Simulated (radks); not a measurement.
Question: Species: Li. Configuration: [He] 2s0.5 2p0.5 (fractional occupations, a model configuration). Method: scalar-relativistic Kohn-Sham, r2SCAN, spin-polarised, spherical densities, finite nucleus; open shells are filled with parallel spins first; meta-GGA in the generalised Kohn-Sham scheme; Fermi nuclear charge, rms radius 2.444 fm; computed with a radial shooting solver on a logarithmic mesh with Libxc functionals. Some entries of the table are withheld. Estimate them.

| orbital | occ. | eigenvalue (hartree) | <r> (bohr) |
|---|---|---|---|
| 1s up | 1 | -1.99123 | 0.5770 |
| 1s down | 1 | -1.98704 | 0.5774 |
| 2s up | 0.5 | -0.12904 | 3.887 |
| 2p up | 0.5 | -0.05410 | (1) |

Answer: 
(1) 2p up <r> (bohr): 4.846
